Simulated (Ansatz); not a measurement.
Mulliken charges of CH$_{5}$BFNS (`CSB(N)F`) from ωB97M-V/def2-TZVPP in Ansatz (PBE0-D4/def2-TZVP geometry).

| atom | x (Å) | y (Å) | z (Å) | charge (e) |
| --- | --- | --- | --- | --- |
| C1 | -0.936 | 0.269 | 1.661 | -0.338 |
| S2 | 0.703 | 0.343 | 0.898 | -0.158 |
| B3 | 0.321 | -0.162 | -0.804 | 0.321 |
| N4 | 1.317 | -0.249 | -1.780 | -0.240 |
| F5 | -0.942 | -0.461 | -1.141 | -0.268 |
| H6 | -1.339 | -0.742 | 1.621 | 0.141 |
| H7 | -0.810 | 0.564 | 2.702 | 0.136 |
| H8 | -1.623 | 0.958 | 1.174 | 0.141 |
| H9 | 1.110 | -0.528 | -2.723 | 0.135 |
| H10 | 2.283 | -0.042 | -1.605 | 0.130 |

**Question.** By hand: the dipole of these point charges (1 e Å = 4.8032 D).

**Answer.** Σ q r = (0.164, 0.017, -0.043) e Å, of length 0.170 e Å = 0.82 D.

**Question.** How does the dipole of the full density compare? (An estimate is asked.)

**Answer.** Ansatz gave: (0.114, -0.021, -0.157) e Å, 0.94 D; the point charges give 0.87 times that, at 41° from its direction.

Point charges leave out the atoms' own dipoles, such as those of lone pairs, and Mulliken's split depends on the basis, so the two needn't agree.
